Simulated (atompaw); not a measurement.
**Pseudopotential generation for Zn (Z = 30): PAW (atompaw), PBE, scalar-relativistic.**

The input file (atompaw 4.2.0.5):

```
Zn 30
GGA-PBE scalarrelativistic loggrid 1500 logderivrange -11 5 401
4 4 3 0 0 0
4 1 0
0 0 0
c
c
v
v
c
v
v
v
2
1.55 1.40 1.25 1.35
n
n
y
1.25
n
custom polynom vanderbiltortho besselshape
bessel
0.75
1.05
1.20
1.30
1.55
1.55
PWSCFOUT
UPFDX 0.0125d0 UPFXMIN -7.d0 UPFZMESH 30.d0
END
```

Command:

```bash
atompaw < Zn.input > Zn.log
```

Resulting log (summary file):

```
Completed calculations for Zn (AE)

 Exchange-correlation type: GGA, Perdew-Burke-Ernzerhof

 Radial integration grid is logarithmic
 r0 =   2.7940573E-04 h =   8.3821719E-03   n =      1500 rmax =   8.0000000E+01

 Scalar relativistic calculation

 AEatom converged in  35 iterations
   nz     =  30.00
   delta  =       9.608577959265E-17

 All Electron Orbital energies:
  n  l      occupancy      energy
  1  0      2.0000000E+00 -7.0012894E+02
  2  0      2.0000000E+00 -8.5135850E+01
  3  0      2.0000000E+00 -9.4984032E+00
  4  0      2.0000000E+00 -4.3943888E-01
  2  1      6.0000000E+00 -7.3794732E+01
  3  1      6.0000000E+00 -6.1299703E+00
  4  1      0.0000000E+00 -8.1992200E-02
  3  2      1.0000000E+01 -7.4530839E-01

 Total energy
   Total                    :    -3592.03754354119701

 ---
 Completed calculations for Zn (SC)

 Exchange-correlation type: GGA, Perdew-Burke-Ernzerhof

 Radial integration grid is logarithmic
 r0 =   2.7940573E-04 h =   8.3821719E-03   n =      1500 rmax =   8.0000000E+01

 Scalar relativistic calculation

 SCatom converged in   2 iterations
   nz     =  30.00
   delta  =       5.067675908817E-17

 Valence Electron Orbital energies:
  n  l      occupancy      energy
   3  0      2.0000000E+00 -9.4984032E+00
   4  0      2.0000000E+00 -4.3943888E-01
   3  1      6.0000000E+00 -6.1299703E+00
   4  1      0.0000000E+00 -8.1992199E-02
   3  2      1.0000000E+01 -7.4530839E-01

 Total energy
   Total                    :    -3592.03754355128558
   Valence                  :     -549.85705402737369

 PAW parameters:
       lmax =            2
         rc =    1.5561732900924636
        irc =         1030
   rc_shape =    1.4072321004069988
    rc_vloc =    1.2513833210384362
    rc_core =    1.3608224614126316
   Vloc: truncated form - Vps(r)=A.sin(qr)/r for r<rc
   Projector type: polynomial pseudization + Vanderbilt ortho.
   Bessel compensation charge shape zeroed at   1.4072E+00

 Number of basis functions     6
 No.   n  nodes  l      Energy         Cp coeff         Occ
  1    3    2    0   -0.9498403E+01 -0.6403545E+00  0.2000000E+01
  2    4    3    0   -0.4394389E+00 -0.2078940E+02  0.2000000E+01
  3    3    1    1   -0.6129970E+01  0.5689785E+00  0.6000000E+01
  4    4    2    1   -0.8199220E-01  0.1243370E+03  0.0000000E+00
  5    3    0    2   -0.7453084E+00  0.5350224E+02  0.1000000E+02
  6  999    1    2    0.1250000E+01  0.8003147E+02  0.0000000E+00

 Eigenvalues of overlap operator (in the basis of projectors):
    1        7.79970177E-01
    2        1.65855806E+00
    3        3.95386601E+00
    4        7.52254116E+01
    5        8.68428722E+02
    6        1.55802580E+03

 Orbital leakage outside PAW augmentation regions
   orb  is_core?  %out_of_sphere
   1 0    T          -0.00
   2 0    T           0.00
   3 0    F           0.55
   4 0    F          87.48
   2 1    T           0.00
   3 1    F           1.32
   4 1    F          97.12
   3 2    F          11.14

 Summary of PAW energies
   Total valence energy     :   -549.85680411809494
   Smooth energy            :    112.51870239904400
   One center               :   -662.37550651713900
   Smooth kinetic           :     77.88765933085337
   Vloc energy              :     26.74144848318672
   Smooth exch-corr         :    -18.03029330194138
   One-center xc            :   -124.99223464309526
```

The run took about 3.7 s on one core of a shared server CPU.
